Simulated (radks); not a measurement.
Results of a calculation; reference values are marked as such.
Ga23+, configuration [He] 2s2 2p4 (the NIST ground configuration). Code: a radial shooting solver on a logarithmic mesh with Libxc functionals. Model: Dirac Kohn-Sham, relativistic LDA (MacDonald-Vosko exchange, VWN5 correlation), spin-unpolarised, spherical densities, finite nucleus; open shells fill j = l - 1/2 first; Fermi nuclear charge, rms radius 3.9973 fm.

Unscreened Slater integrals over Kohn-Sham orbitals (cm^-1). Large and small components are both included. Empty in this configuration: 3s1/2.

integral           value
F0(2p3/2,2p3/2)  1097700
F2(2p3/2,2p3/2)   523840
F0(2p3/2,2p1/2)  1107300
G2(2p3/2,2p1/2)   522660
F0(2p3/2,2s1/2)  1006000
G1(2p3/2,2s1/2)   569880
F0(2p3/2,1s1/2)  1490000
G1(2p3/2,1s1/2)   269700
F0(2p3/2,3s1/2)   512490
G1(2p3/2,3s1/2)    53959
F0(2p1/2,2p1/2)  1117300
F0(2p1/2,2s1/2)  1013000
G1(2p1/2,2s1/2)   566780
F0(2p1/2,1s1/2)  1521400
G1(2p1/2,1s1/2)   275880
F0(2p1/2,3s1/2)   513930
G1(2p1/2,3s1/2)    54226
F0(2s1/2,2s1/2)   947820
F0(2s1/2,1s1/2)  1333100
G0(2s1/2,1s1/2)   132490
F0(2s1/2,3s1/2)   501010
G0(2s1/2,3s1/2)    43370
F0(1s1/2,1s1/2)  4243600
F0(1s1/2,3s1/2)   588030
G0(1s1/2,3s1/2)    31010
F0(3s1/2,3s1/2)   391630
